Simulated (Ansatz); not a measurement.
CH$_{7}$NOSSi (`NCS[SiH2]O`): the same geometry under several functionals.

```yaml
crystal:
  periodic: [false, false, false]
  atoms:
    - {symbol: N, position_ang: [-0.908004, 1.103158, 2.096546]}
    - {symbol: C, position_ang: [-0.668319, 0.291238, 0.953469]}
    - {symbol: S, position_ang: [0.827198, 0.822821, -0.035864]}
    - {symbol: Si, position_ang: [1.079578, -0.860256, -1.294250]}
    - {symbol: O, position_ang: [-0.131403, -1.065361, -2.391503]}
    - {symbol: H, position_ang: [-0.124916, 1.093123, 2.736703]}
    - {symbol: H, position_ang: [-1.100789, 2.063655, 1.845562]}
    - {symbol: H, position_ang: [-1.529316, 0.324807, 0.287718]}
    - {symbol: H, position_ang: [-0.500529, -0.742178, 1.257966]}
    - {symbol: H, position_ang: [2.396752, -0.648420, -1.947033]}
    - {symbol: H, position_ang: [1.050134, -2.110367, -0.499058]}
    - {symbol: H, position_ang: [-0.313386, -0.327422, -2.976256]}
basis:
  gaussian: {orbitals: def2-TZVPP}
hamiltonian: {xc: {name: revPBE}, dispersion: d4}
output: {orbitals: {seedname: orbitals}}
```

```sh
$ ansatz run in.yaml --threads 4 --pin off --events-out ev --progress --plain --max-ram 10444MiB
```

Output, abridged:

```
Functional definition: revPBE
1471 factors; their error is unknown
mean field evaluation 1: about -23385.6332 eV, gradient 8.9e1 eV
mean field evaluation 2: about -23319.0893 eV, gradient 1.9e2 eV
mean field evaluation 4: about -23400.1416 eV, gradient 1.4e1 eV
mean field evaluation 8: about -23400.5786 eV, gradient 3.1e-1 eV
mean field evaluation 16: about -23400.5452 eV, gradient 2.7e-3 eV
mean field -23400.54523421 eV, -859.9541758979 hartree, gradient 5.0e-5 eV, S^2 0.000000; 0 other end points of the search recorded, 0 dependent functions left out
reference -23400.54528731 eV, -859.9541778494 hartree; 29, 29 occupied and 246, 246 virtual orbitals, 1471 factors
Total energy: -23401.35284971 eV, -859.9838552203 hartree
```

It took 1.2 s on 4 threads of an Intel Xeon 6975P-C on a shared host, with 0.39 GiB of host memory at the peak.

Changing it to `hamiltonian: {xc: {name: wB97X-V}}` (abridged; 4.2 s):

```
Functional definition: wB97X-V
mean field evaluation 16: about -23401.3615 eV, gradient 1.4e-4 eV
mean field -23401.36146558 eV, -859.9841718477 hartree, gradient 4.3e-5 eV, S^2 0.000000
Total energy: -23401.36146345 eV, -859.9841717692 hartree
```

Changing it to `hamiltonian: {xc: {name: BLYP}, dispersion: d4}` (abridged; 1.2 s):

```
Functional definition: BLYP
mean field evaluation 16: about -23403.9664 eV, gradient 5.7e-4 eV
mean field -23403.96640581 eV, -860.0799016354 hartree, gradient 1.8e-5 eV, S^2 0.000000
Total energy: -23404.55450319 eV, -860.1015138156 hartree
```

Changing it to `hamiltonian: {xc: {name: B97M-V}}` (abridged; 4.5 s):

```
Functional definition: B97M-V
mean field evaluation 16: about -23400.0669 eV, gradient 2.0e-3 eV
mean field -23400.06694119 eV, -859.9365989537 hartree, gradient 2.2e-5 eV, S^2 0.000000
Total energy: -23400.06700549 eV, -859.9366013166 hartree
```

With the line `hamiltonian: {xc: pbe, dispersion: d4}` and forces (abridged; 1.5 s):

```
Functional definition: PBE
mean field evaluation 16: about -23391.4165 eV, gradient 3.9e-3 eV
mean field -23391.41653885 eV, -859.6187025312 hartree, gradient 5.2e-5 eV, S^2 0.000000
Total energy: -23391.68415443 eV, -859.6285372224 hartree
Atom 0 force    -0.276854    -0.154580     0.127424 eV/Å
Atom 1 force    -0.101461    -0.052312     0.044758 eV/Å
Atom 2 force     0.301659     0.266006    -0.088111 eV/Å
Atom 3 force     0.274613     0.065607     0.168651 eV/Å
Atom 4 force    -0.319328    -0.454501    -0.079745 eV/Å
Atom 5 force     0.262492     0.012187     0.232654 eV/Å
Atom 6 force    -0.066586     0.337157    -0.064877 eV/Å
Atom 7 force    -0.181773     0.002827    -0.142620 eV/Å
Atom 8 force     0.036540    -0.226889     0.054099 eV/Å
Atom 9 force     0.172302     0.015611    -0.058132 eV/Å
Atom 10 force    -0.015287    -0.154995     0.080313 eV/Å
Atom 11 force    -0.086315     0.343882    -0.274413 eV/Å
Dipole moment:    -0.098816     0.239535     0.023081 e Å
```

Changing it to `hamiltonian: {xc: {name: CAM-B3LYP}, dispersion: d4}` (abridged; 2.2 s):

```
Functional definition: CAM-B3LYP
mean field evaluation 16: about -23404.2331 eV, gradient 1.1e-4 eV
mean field -23404.23314995 eV, -860.0897043016 hartree, gradient 3.4e-5 eV, S^2 0.000000
Total energy: -23404.46367432 eV, -860.0981759160 hartree
```
